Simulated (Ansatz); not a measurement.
## Energy profile

The step: SiHCl₃ ([Cl][SiH]([Cl])[Cl]) + HBr → SiBrCl₃ ([Cl][Si]([Cl])([Cl])[Br]) + H₂; bonds formed: Si1–Br7, H2–H6; bonds broken: Si1–H2, H6–Br7 (atoms numbered as in the saddle structure below).

| atom | x (Å) | y (Å) | z (Å) |
| --- | --- | --- | --- |
| Si1 | -0.3419 | -0.2587 | -0.0019 |
| H2 | 1.2566 | -0.2092 | -0.4931 |
| Cl3 | -0.1886 | -2.1413 | -0.8584 |
| Cl4 | -0.7608 | -0.7208 | 1.9174 |
| Cl5 | -1.7340 | 0.6101 | -1.1763 |
| H6 | 1.2264 | 0.6299 | -0.1198 |
| Br7 | 0.5422 | 2.0899 | 0.7322 |

Electronic energies by CCSD(T) at an estimated basis limit (MP2 extrapolated from triple and quadruple zeta, plus CCSD(T) − MP2 in triple zeta), on PBE0-D4/def2-TZVP structures; SiH2BrCl3, closed shell; no counterpoise correction. Computed with Ansatz 0.2.0 (basis: def2-TZVPP and def2-QZVPP); correlated methods freeze the cores. Filled d shells of the heavier atoms are correlated. The def2 sets are not built for correlating such inner shells, so the correlated values are less sure here. Extrapolation: Hartree–Fock as exp(−7.88 √X), correlation as X^−2.97.

Problem. Give the profile in eV, counted from the separated reactants. (To be estimated.)

Solution. By the calculation:
| point | eV |
| --- | --- |
| separated: SiHCl3 (linked as [Cl][SiH]([Cl])[Cl]; Si1, H2, Cl3, Cl4, Cl5; singlet) + HBr (H6, Br7; singlet) | 0.000 |
| start structure | -0.094 |
| saddle | 1.870 |
| end structure | -0.697 |
| separated: SiBrCl3 (linked as [Cl][Si]([Cl])([Cl])[Br]; Si1, Cl3, Cl4, Cl5, Br7; singlet) + H2 (H2, H6; singlet) | -0.680 |

T1 diagnostic: at most 0.010.

For scale, one of the runs: CCSD(T)/def2-TZVPP, 244 basis functions, launched by `ansatz run in.yaml --threads 8 --pin off --events-out ev --progress --plain --max-ram 19148MiB`. The run took 2 min on 8 CPU threads of an Arm Neoverse V2 (shared host), with 4.5 GiB of host memory at its peak.
